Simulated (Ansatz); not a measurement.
Total energies of Cl2FH2Si2, SMILES `F[SiH](Cl)[SiH]Cl` radical.

Z-matrix (Å, degrees):
```
Si
Cl 1 2.044
Si 1 2.334 2 106.5
F 1 1.593 2 108.8 3 117.1
H 1 1.481 2 108.5 3 -126.8
Cl 3 2.057 1 110.4 2 -170.2
H 3 1.488 1 112.8 2 -49.0
```

The species carries charge 0 and has multiplicity 2. The geometry is a stationary point of PBE0-D4/def2-TZVP. It is one conformer, not always the lowest. Basis def2-TZVPP, the Gaussian-basis code of Ansatz.

RPA on PBE orbitals: Hartree–Fock energy of these orbitals -1597.62648 Eh, correlation -1.38969 Eh (frozen core).

```csv
functional,energy without D4 (Eh),D4 term (kJ/mol)
LDA (SPW92),-1594.71563,–
revPBE,-1600.31890,-57.5
BLYP,-1600.62547,-49.4
r2SCAN,-1600.49746,-5.3
B3LYP,-1600.71367,-38.1
r2SCANh,-1600.48602,-5.9
LC-ωPBE,-1600.15464,–
ωB97X-V,-1600.38056,–
ωB97M-V,-1600.53493,–
PBE-QIDH,-1599.65731,–
```

Question: Give the same for PBE, B97M-V, PBE0, r2SCAN0, HSE06 (plane-wave form), BHLYP, CAM-B3LYP, B2PLYP. (An estimate is asked.)

Answer: Computed: 
| functional | energy without D4 (Eh) | D4 term (kJ/mol) |
| --- | --- | --- |
| PBE | -1599.87706 | -23.2 |
| B97M-V | -1600.22459 | – |
| PBE0 | -1600.00682 | -19.9 |
| r2SCAN0 | -1600.47013 | -6.6 |
| HSE06 (plane-wave form) | -1599.97453 | -18.9 |
| BHLYP | -1600.61272 | -33.6 |
| CAM-B3LYP | -1600.66238 | -20.8 |
| B2PLYP | -1600.09348 | – |

B3LYP takes the VWN-RPA correlation (the form of Gaussian; ORCA's B3LYP/G). HSE06 is the plane-wave form, built on full-range PBE exchange. The double hybrids freeze the cores in their second-order part.

LC-ωPBE has ω = 0.4 bohr⁻¹.
